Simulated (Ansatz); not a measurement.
Hf2O4⁺. The state is a doublet with charge 1. Geometry r2SCAN-D4/def2-SVP, that of the neutral singlet; atoms count from 1.

Cartesian coordinates in Å:
```
Hf 1.022 0.108 -1.079
Hf -1.022 -0.108 1.078
O -0.163 1.292 -0.025
O 0.164 -1.292 0.026
O 0.322 -0.013 -2.715
O -0.323 0.013 2.715
```

In the def2 sets Hf takes a core potential; there is no spin–orbit coupling. The structure comes from a short search, and lower isomers may exist.

Question: Estimate the Mulliken populations from the PBE0/def2-TZVP orbitals of Ansatz.

Answer: 
```json
{"atom": "Hf1", "charge (e)": "1.48", "spin (α − β)": "-0.13", "d electrons": "1.91"}
{"atom": "Hf2", "charge (e)": "1.48", "spin (α − β)": "-0.13", "d electrons": "1.91"}
{"atom": "O3", "charge (e)": "-0.58", "spin (α − β)": "0.15", "d electrons": "–"}
{"atom": "O4", "charge (e)": "-0.58", "spin (α − β)": "0.15", "d electrons": "–"}
{"atom": "O5", "charge (e)": "-0.40", "spin (α − β)": "0.49", "d electrons": "–"}
{"atom": "O6", "charge (e)": "-0.40", "spin (α − β)": "0.49", "d electrons": "–"}
```
Mulliken values and Mayer orders depend strongly on the basis.

Question: Where does the spin sit?

Answer: Summed by element: Hf -0.27, O 1.27, of 1 unpaired in all. Largest on single atoms: O6 0.49, O5 0.49, O3 0.15.

Question: And the Mayer bond orders between bonded heavy atoms (over 0.3)?

Answer: Hf1–O3 1.03 (1.98 Å); Hf1–O4 1.03 (1.98 Å); Hf1–O5 1.78 (1.78 Å); Hf2–O3 1.03 (1.98 Å); Hf2–O4 1.03 (1.98 Å); Hf2–O6 1.78 (1.78 Å).
